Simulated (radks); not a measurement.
The numbers below are computed, except where a source is named.
How relativity changes the ionisation of the manganese ion Mn+ ([Ar] 3d5 4s1) to Mn2+ ([Ar] 3d5). Spin-unpolarised spherical Kohn-Sham, PBE, point nucleus unless stated (finite: rms radius 3.7057 fm), a radial shooting solver on a logarithmic mesh with Libxc functionals. A level marked "c x" has the speed of light scaled by that factor and shares open shells by 2j + 1; other Dirac levels either fill j = l - 1/2 first or share by 2j + 1.

| level | E(Mn+) (hartree) | E(Mn2+) (hartree) | IE (eV) | HOMO | <r> HOMO (bohr) |
|---|---|---|---|---|---|
| non-rel. | -1150.24637 | -1149.67970 | 15.420 | 4s | 2.836 |
| scalar-rel. | -1157.98649 | -1157.41325 | 15.599 | 4s | 2.808 |
| scalar-rel., finite nucleus | -1157.98308 | -1157.40984 | 15.599 | 4s | 2.808 |
| Dirac, 2j+1 shares | -1158.00640 | -1157.43316 | 15.599 | 4s1/2 | 2.808 |
| Dirac, low j first | -1158.01523 | -1157.44222 | 15.592 | 4s1/2 | 2.809 |
| Dirac, 2j+1 shares, finite nucleus | -1158.00299 | -1157.42975 | 15.599 | 4s1/2 | 2.808 |
| Dirac, c x 2 | -1152.16267 | -1151.59439 | 15.464 | 4s1/2 | 2.829 |
| Dirac, c x 5 | -1150.55194 | -1149.98501 | 15.427 | 4s1/2 | 2.835 |
| Dirac, c x 100 | -1150.24714 | -1149.68047 | 15.420 | 4s1/2 | 2.836 |

NIST Atomic Spectra Database: 15.640 eV (measured). The relativistic part of the total energy of Mn+ is -7.757 hartree (Dirac, 2j+1 shares, finite nucleus), 0.67 % of the non-relativistic value. Spin polarisation and multiplet splitting of open shells are left out at every level.

Beside tabulated values, note that spin-unpolarised runs miss the spin-polarisation part of the exchange energy of open shells.
